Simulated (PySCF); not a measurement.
## Exercise with solution: dipole moment from atomic charges

germyloxygermane (Ge₂H₆O), SMILES [GeH3][O][GeH3]. Atoms are numbered in the order given.

```xyz
9

Ge     1.6082     0.0000     0.0624
O      0.0000     0.0000    -0.6924
Ge    -1.6082     0.0000     0.0624
H      2.6151     0.0000    -1.0964
H      1.7633     1.2633     0.9352
H      1.7633    -1.2633     0.9352
H     -1.7633    -1.2633     0.9352
H     -2.6151     0.0000    -1.0964
H     -1.7633     1.2633     0.9352
```

The structure is a stationary point at PBE0-D3(BJ)/def2-SVP.

Charges (e) from PySCF with ωB97X/def2-TZVP:

```tsv
atom	IAO	ESP fit
Ge1	0.763	0.327
O2	-0.841	-0.389
Ge3	0.763	0.327
H4	-0.099	-0.034
H5	-0.122	-0.049
H6	-0.122	-0.049
H7	-0.122	-0.049
H8	-0.099	-0.034
H9	-0.122	-0.049
```

The dipole moment of the full density is 0.88 D.

Question: What dipole moment does each set of point charges give, and which comes closer to that of the density?

Answer: 
μ = Σ q r, and 1 e Å = 4.8032 D.
IAO: Σ q r = (0.000, 0.000, 0.438) e Å, |μ| = 2.10 D.
ESP fit: Σ q r = (0.000, 0.000, 0.201) e Å, |μ| = 0.97 D.
ESP fit comes closer in size. Point charges leave out the atoms' own dipoles (lone pairs, polarised bonds); fits to the potential absorb them, partitions of the density don't.
